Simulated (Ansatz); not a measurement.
Mulliken charges of `[SnH3][CH]1O[SiH2]1` from PBE/def2-TZVPP in Ansatz (PBE0-D4/def2-TZVP geometry).

| atom | x (Å) | y (Å) | z (Å) | charge (e) |
| --- | --- | --- | --- | --- |
| Sn1 | -0.285 | 1.646 | 0.276 | 0.571 |
| C2 | -0.356 | -0.486 | 0.459 | -0.242 |
| O3 | 0.948 | -1.106 | 0.824 | -0.334 |
| Si4 | 0.455 | -1.634 | -0.673 | 0.367 |
| H5 | 0.942 | 2.043 | -0.843 | -0.119 |
| H6 | 0.060 | 2.357 | 1.789 | -0.111 |
| H7 | -1.796 | 2.208 | -0.293 | -0.117 |
| H8 | -1.167 | -0.868 | 1.080 | 0.097 |
| H9 | 0.058 | -3.054 | -0.773 | -0.055 |
| H10 | 1.225 | -1.157 | -1.842 | -0.056 |

Problem. By hand: the dipole of these point charges (1 e Å = 4.8032 D).

Solution. Σ q r = (-0.320, 0.213, -0.289) e Å, of length 0.481 e Å = 2.31 D.

Problem. How does the dipole of the full density compare? (Best estimate.)

Solution. Computed: (-0.186, -0.136, -0.247) e Å, 1.62 D; the point charges give 1.43 times that, at 51° from its direction.

Point charges leave out the atoms' own dipoles, such as those of lone pairs, and Mulliken's split depends on the basis, so the two needn't agree.
